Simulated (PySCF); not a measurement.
Input for PySCF: R-BP86/6-31G* on C5H10 (SMILES C1CCCC1).

```python
from pyscf import gto, scf, dft, mp
from pyscf.data.elements import chemcore

mol = gto.M(
    atom='''
    C    -0.03128941   -1.24633895    0.30057708
    C     1.18872023   -0.45756854   -0.18631478
    C     0.79978193    1.02178585    0.02329826
    C    -0.75378328    1.05294974    0.05594111
    C    -1.20711025   -0.39864667   -0.19357422
    H    -0.03715876   -1.28953763    1.39443835
    H    -0.05444035   -2.27293681   -0.06837004
    H     2.11018751   -0.72794188    0.33092428
    H     1.34548703   -0.65730534   -1.24992048
    H     1.20532253    1.39154802    0.96645390
    H     1.20600702    1.65848499   -0.76312642
    H    -1.16921323    1.74152406   -0.68036098
    H    -1.10233357    1.39041490    1.03376888
    H    -2.14986197   -0.63707069    0.30073572
    H    -1.35031541   -0.56936106   -1.26447064
    ''',
    basis='6-31g*',
    cart=True,
    charge=0, spin=0, verbose=3, max_memory=1800)
mf = dft.RKS(mol, xc='b88,p86')
mf.conv_tol = 1e-8
mf.max_cycle = 100
mf.kernel()
if not mf.converged:
    mf = mf.newton().run(mf.mo_coeff, mf.mo_occ)
```

The log:

```
converged SCF energy = -196.541496769314
```

Self-consistency was reached.

Cost: roughly 3 core-seconds.
